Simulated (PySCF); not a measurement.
Computed IR spectrum (relative IR intensity) of a molecule CH8AlNO2Si. Geometry optimised at PBE0-D3(BJ)/def2-SVP. The values are those of a single conformer. These are PBE0-D3(BJ)/def2-SVP run with PySCF 2.14.0 values and carry that method's errors. Frequencies are harmonic and unscaled.

```json
[
 {"ν (cm⁻¹)": "199", "relative intensity": "4.6"},
 {"ν (cm⁻¹)": "237", "relative intensity": "9.2"},
 {"ν (cm⁻¹)": "293", "relative intensity": "7.2"},
 {"ν (cm⁻¹)": "315", "relative intensity": "66"},
 {"ν (cm⁻¹)": "330", "relative intensity": "30"},
 {"ν (cm⁻¹)": "505", "relative intensity": "23"},
 {"ν (cm⁻¹)": "560", "relative intensity": "58"},
 {"ν (cm⁻¹)": "593", "relative intensity": "66"},
 {"ν (cm⁻¹)": "710", "relative intensity": "22"},
 {"ν (cm⁻¹)": "712", "relative intensity": "5.8"},
 {"ν (cm⁻¹)": "814", "relative intensity": "13"},
 {"ν (cm⁻¹)": "922", "relative intensity": "23"},
 {"ν (cm⁻¹)": "944", "relative intensity": "75"},
 {"ν (cm⁻¹)": "954", "relative intensity": "100"},
 {"ν (cm⁻¹)": "960", "relative intensity": "67"},
 {"ν (cm⁻¹)": "991", "relative intensity": "17"},
 {"ν (cm⁻¹)": "1165", "relative intensity": "61"},
 {"ν (cm⁻¹)": "1208", "relative intensity": "18"},
 {"ν (cm⁻¹)": "1483", "relative intensity": "3.4"},
 {"ν (cm⁻¹)": "2196", "relative intensity": "54"},
 {"ν (cm⁻¹)": "2208", "relative intensity": "44"},
 {"ν (cm⁻¹)": "2218", "relative intensity": "44"},
 {"ν (cm⁻¹)": "3008", "relative intensity": "24"},
 {"ν (cm⁻¹)": "3077", "relative intensity": "10"},
 {"ν (cm⁻¹)": "3993", "relative intensity": "37"},
 {"ν (cm⁻¹)": "3996", "relative intensity": "34"}
]
```

Q: Which structure fits?
A. C[SiH2][NH][Al]([OH])[OH]
B. C[N]([SiH3])[Al]([OH])[OH]
C. N[SiH2][CH2][Al]([OH])[OH]

A: B, C[N]([SiH3])[Al]([OH])[OH]
